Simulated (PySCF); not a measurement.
A series of related molecules

Method used: PySCF 2.14.0, GIAO PBE/pcSseg-1 magnetisability, rotational g tensor and spin-rotation constants, non-relativistic, gas phase. Geometry: GFN2-xTB.

Each molecule in one low-energy conformer.

(1) How does the isotropic susceptibility change along this series?
- CN(C)c1snnc1[SiH3] (H replaced by NMe2)
- c1snnc1C1CC1 (SiH3 replaced by cPr)
- Fc1snnc1[SiH3] (H replaced by F)
- C#Cc1snnc1[SiH3] (H replaced by ethynyl)
- O=Cc1snnc1[SiH3] (H replaced by CHO)
- Cc1snnc1[SiH3] (H replaced by CH3)

Answers

(1) 
| molecule | χ, cgs (10⁻⁶ cm³/mol) | magnetisability anisotropy (10⁻³⁰ J/T²) |
| --- | --- | --- |
| CN(C)c1snnc1[SiH3] | -87.8 | 685 |
| c1snnc1C1CC1 | -78.1 | 838 |
| Fc1snnc1[SiH3] | -60.7 | 721 |
| C#Cc1snnc1[SiH3] | -73.9 | 909 |
| O=Cc1snnc1[SiH3] | -63.6 | 1217 |
| Cc1snnc1[SiH3] | -70.1 | 886 |

The isotropic susceptibility is lowest for CN(C)c1snnc1[SiH3] and highest for Fc1snnc1[SiH3].
